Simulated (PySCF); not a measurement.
# Unknowns

Theoretical values (PySCF 2.14): σ from GIAO-PBE0/pcSseg-1, PBE0-D3(BJ)/def2-SVP geometry. One computed conformer, non-relativistic, one averaged value for each set of equivalent atoms, no solvent model.

References, each an isolated molecule treated in the same way: ¹H, ¹³C vs TMS. Where no couplings were computed, multiplicities follow the n + 1 count of equivalent neighbours, and m marks all less simple cases (inequivalent or close neighbours, rings, F or P nearby). Carbons bonded to boron are broad in practice. Shifts are as computed. Against solution values, carbons near 30 ppm lie about +2 ppm off and those near 130 ppm about +5 ppm. Of 1211 compounds with measured shifts, 218 miss one by over three times the rms of a fit or turn the order of signals round; such compounds aren't used in these exercises.

Question: C7H13B. ¹H NMR (600 MHz, computed): δ 5.22 (m, 1H), 5.12 (m, 1H), 3.25 (m, 1H), 2.70 (m, 1H), 2.70 (m, 1H), 2.12 (m, 1H), 1.88 (m, 1H), 0.78 (s, 6H). ¹³C{¹H} NMR (computed): δ 155.2, 117.8, 51.1, 32.2, 19.7, 11.8. Give a structure.

Answer: SMILES B([C@H]1C(=C)CC1)(C)C. 6 carbon signals for 7 carbons: some carbons are equivalent by symmetry or fast rotation. Carbon types of the structure: 1 × C, 1 × CH, 3 × CH2, 2 × CH3, which accounts for all hydrogens. δC 155.2: fully substituted alkene carbon; as expected for a trigonal carbon in a double bond. δC 117.8: terminal =CH2 carbon; as expected for a trigonal carbon in a double bond. δC 19.7: sp3 CH2 in a ring; a saturated carbon with 2 carbon neighbours and no heteroatom attached. δH 2.70, 2.70: hydrogen on an allylic sp3 CH2; allylic position.

The shifts were computed for this structure.

Question: C5H15NSi2. ¹H NMR (300 MHz, computed): δ 7.45 (m, 1H), 7.10 (m, 1H), 4.76 (d, 2H), 4.30 (m, 2H), 2.43 (s, 6H), 0.20 (t, 3H). ¹³C{¹H} NMR (computed): δ 163.8 (CH), 157.3 (CH), 39.8 (CH3), -6.6 (CH3). What is it?

Answer: SMILES C[SiH2]/C=C\[SiH2]N(C)C. Rings plus π bonds: 1 (no ring in the answer). 4 carbon signals for 5 carbons: some carbons are equivalent by symmetry or fast rotation. Carbon types of the structure: 2 × CH, 3 × CH3, leaving 4 H on heteroatoms. δC 163.8, 157.3: alkene CH; the olefinic region. δC 39.8: methyl carbon bonded to N; pulled downfield by the heteroatom. δC -6.6: methyl carbon bonded to Si; an electropositive neighbour leaves it electron-rich and shielded. δH 0.20: hydrogen on a methyl carbon bonded to Si; an electropositive neighbour shields it, as in TMS itself.

This is the structure that produced the data.
